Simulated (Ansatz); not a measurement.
A structure relaxed at PBE0-D4/def2-TZVP, charge 0, multiplicity 1:

```xyz
12

C     0.780    1.332    0.235
C     0.455   -0.087    0.697
Si   -0.412   -1.105   -0.591
O    -1.845   -0.469   -1.057
F    -0.643   -2.565    0.027
H     1.303    1.896    1.010
H    -0.126    1.886   -0.023
H     1.419    1.327   -0.652
H    -0.166   -0.068    1.601
H     1.371   -0.619    0.982
H     0.365   -1.259   -1.840
H    -2.502   -0.268   -0.389
```

Task: Give its formula and SMILES.

Result: C2H7FOSi, `CC[SiH](O)F`.

Task: Summarise the bond lengths by kind.

Result: 1 × C–C 1.528 Å; 5 × C–H 1.092 to 1.097 Å; 1 × C–Si 1.857 Å; 1 × O–Si 1.636 Å; 1 × F–Si 1.602 Å; 1 × H–Si 1.479 Å; 1 × H–O 0.958 Å.

Program: Ansatz 0.2.0.
